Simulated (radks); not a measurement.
Hg II, 79 electrons, occupied as [Xe] 4f14 5d10 6s1. Calculated with a radial shooting solver on a logarithmic mesh with Libxc functionals: scalar-relativistic Kohn-Sham, Wu-Cohen GGA, spin-unpolarised, spherical densities, point nucleus.

Normalised radial functions P(r) = r R(r), r in bohr:

```
   r/bohr * 4d, o 4f (the largest magnitude, 1.59, reaches the edge; | marks zero, & curves that meet)
 0.001145                             &
 0.001551                             &
 0.002086                             &
 0.002827                             &
 0.003801                             &
 0.005151                             &
 0.006925                             &
 0.009386                             &
  0.01272                             &
   0.0171                             o*
  0.02318                             o *
  0.03116                             o  *
  0.04223                             o     *
  0.05678                             |o        *
  0.07695                             | o           *
   0.1035                             |    o           *
   0.1402                             |        o    *
     0.19                             | *             o
   0.2555               *             |                     o
   0.3463  *                          |                        o
   0.4655  *                          |                      o
   0.6309           *                 |                o
   0.8483                      *      |         o
     1.15                           * |   o
    1.546                             *o
    2.095                             &
    2.839                             &
    3.817                             &
    5.173                             &
    6.955                             &
```

4d: eigenvalue -357.78 eV, 1 radial node at r = 0.197 bohr, <r> = 0.449 bohr, 90 % of the charge inside 0.669 bohr. 4f: eigenvalue -105.03 eV, 0 radial nodes, <r> = 0.483 bohr, 90 % of the charge inside 0.772 bohr.
